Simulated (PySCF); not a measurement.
Constitutional and geometric isomers with formula C2H5B. Isolated molecules, 0 K electronic values unless said otherwise. One relaxed conformer stands for each flexible species; it need not be the lowest. Strings in code marks are SMILES.

The numbers are results of B3LYP-D3(BJ)/def2-TZVP in PySCF, not measurements. All candidates: neutral, multiplicity 1. B3LYP has the VWN-RPA correlation part, as in Gaussian. 

```json
{
 "LUMO": "-1.51 eV",
 "HOMO": "-7.23 eV",
 "HOMO–LUMO gap": "5.72 eV"
}
```

Task: Which member has these values?
(A) `B1CC1`
(B) `[H]/B=C/C`
(C) `BC=C`

Result: A, `B1CC1`. The others give `BC=C`: -2.30 eV, -8.25 eV, 5.95 eV; `[H]/B=C/C`: -1.60 eV, -6.07 eV, 4.47 eV
